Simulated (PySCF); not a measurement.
A PySCF script (with the pyscf-properties extension) for the NMR shieldings of SMILES Cc1cccc(=O)o1, C$_{6}$H$_{6}$O$_{2}$, on a GFN2-xTB geometry:

```python
import basis_set_exchange as bse
import numpy as np
from pyscf import gto, dft
from pyscf.prop import nmr

atoms = """
C     2.216364    0.017791   -0.169267
C     0.728297    0.002250   -0.056530
C    -0.024638   -1.112278    0.112116
C    -1.434717   -0.973121    0.203745
C    -1.998307    0.253690    0.122862
C    -1.186542    1.434903   -0.057584
O    -1.578145    2.570931   -0.143407
O     0.178832    1.219375   -0.138337
H     2.618434   -0.987716   -0.098982
H     2.638014    0.635373    0.622049
H     2.508295    0.461875   -1.119517
H     0.438036   -2.081619    0.174976
H    -2.042799   -1.855523    0.338548
H    -3.061801    0.413596    0.187162
"""
names = dict.fromkeys(["C", "O", "H"], "pcSseg-1")
basis = {el: gto.basis.parse(bse.get_basis(n, elements=[el], fmt="nwchem")) for el, n in names.items()}
mol = gto.M(atom=atoms, basis=basis, charge=0, verbose=0)
mf = dft.RKS(mol, xc="PBE0")
mf.grids.level = 2
mf.grids.alignment = dft.numint.BLKSIZE   # the property module wants whole blocks of grid points
mf.conv_tol = 1e-9
mf.kernel()

calc = nmr.RKS(mf)   # GIAO
C = mf.mo_coeff
Co = C[:, mf.mo_occ > 0]
resp = mf.gen_response(singlet=True, hermi=2)
def vind(x):   # induced exchange potential for any number of trial vectors
    d = np.einsum("pi,xij,qj->xpq", C, 2 * x.reshape(-1, C.shape[1], Co.shape[1]), Co, optimize=True)
    return np.einsum("xpq,pi,qj->xij", resp(d - d.transpose(0, 2, 1)), C, Co, optimize=True).ravel()
mo1, _ = nmr.rhf.solve_mo1(calc, with_cphf=vind)
sigma = calc.kernel(mo1)
for i, s in enumerate(sigma):   # ppm
    print("%2d %-2s %9.2f" % (i, mol.atom_pure_symbol(i), np.trace(s) / 3))
```

**Question.** What are the results?

**Answer.** 
```
 0 C     163.11
 1 C      14.06
 2 C      79.18
 3 C      37.56
 4 C      67.32
 5 C      22.91
 6 O     -87.73
 7 O      17.53
 8 H      29.77
 9 H      29.20
10 H      29.20
11 H      25.83
12 H      24.41
13 H      25.50
```

These numbers come from an equivalent density-fitted implementation of the same equations, which agrees with the script to about 0.01 ppm for H and up to a few tenths of a ppm for heavy atoms, so last digits may differ.

**Question.** Turn these shieldings into chemical shifts. δ = σ(ref) − σ, references computed at the same level: ¹³C (186.93 ppm), ¹H (31.72 ppm) against TMS; H2O for ¹⁷O (336.08 ppm).

**Answer.** Averaging equivalent atoms: C 1: 172.9; C 5: 164.0; C 3: 149.4; C 4: 119.6; C 2: 107.7; C 0: 23.8; O 6: 423.8; O 7: 318.5; H 12: 7.31; H 13: 6.21; H 11: 5.89; H 8/9/10: 2.33 ppm. Unscaled 17O shifts of doubly bonded oxygen tend to come out too high, by tens of ppm or more. Experimental scales use liquid or dissolved standards, which lie at an offset from isolated H2O (liquid H2O: subtract about 36 ppm).

Size and cost of the density-fitted run: 166 basis functions, 80 s wall time (68 s CPU) on 1 thread of an Intel Xeon, shared host; peak memory 0.75 GiB.
